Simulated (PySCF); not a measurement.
Some computed properties have been withheld. Give your best values.

C₆H₁₂S.
SMILES: `SC1CCCCC1`

| property | level | value |
| --- | --- | --- |
| rotational constants A, B, C of the GFN2-xTB geometry | GFN2-xTB | ? |
| dipole moment | PBE0/pcSseg-1 | ? |
| HOMO energy | PBE0/pcSseg-1 | ? |
| LUMO energy | PBE0/pcSseg-1 | ? |
| 13C chemical shifts (computed TMS as zero) by class | GIAO PBE0/pcSseg-1 | ? |
| 1H chemical shifts (computed TMS as zero) by class | GIAO PBE0/pcSseg-1 | 2.82 (1 H), 1.85 (2 H), 1.80 (2 H), 1.76 (1 H), 1.68 (1 H), 1.30 (2 H), 1.23 (2 H), 1.13 (1 H) ppm |
| isotropic shieldings of nuclei other than C and H, by class | GIAO PBE0/pcSseg-1 | ? |

Gas-phase values; electronic properties from PySCF, density fitting. The structure is a single GFN2-xTB conformer in the gas phase; no vibrational or solvent corrections. NMR classes are plain means over equivalent atoms (diastereotopic ones count apart unless rotation or inversion swaps them), as if these changed places fast; in this geometry the members of some classes differ.

(1) Give the 13C chemical shifts (computed TMS as zero) by class.

(2) Give the isotropic shieldings of nuclei other than C and H, by class.

(3) Give the rotational constants A, B, C of the GFN2-xTB geometry.

(4) Give the HOMO energy.

(5) Give the dipole moment.

(6) Give the LUMO energy.

Results:

(1) 45.5 (1 C), 39.9 (2 C), 30.6 (2 C), 29.2 (1 C) ppm.

(2) 536 (1 S) ppm.

(3) 4.285, 1.416, 1.143 GHz.

(4) -6.66 eV.

(5) 1.96 D.

(6) 0.66 eV.

With B = h/(8π²I), that is 505.379 GHz u Å² over I, the principal moments of inertia are 118.0, 356.8 and 442.3 u Å² (most abundant isotopes); the inertial defect Ic − Ia − Ib is -32.5 u Å² (zero for a rigid planar frame, negative otherwise). In atomic units the dipole is 0.77 e·bohr (1 au = 2.5417 D). The rotational constants make it an asymmetric top with κ = (2B − A − C)/(A − C) = -0.83, nearer the prolate limit (−1).
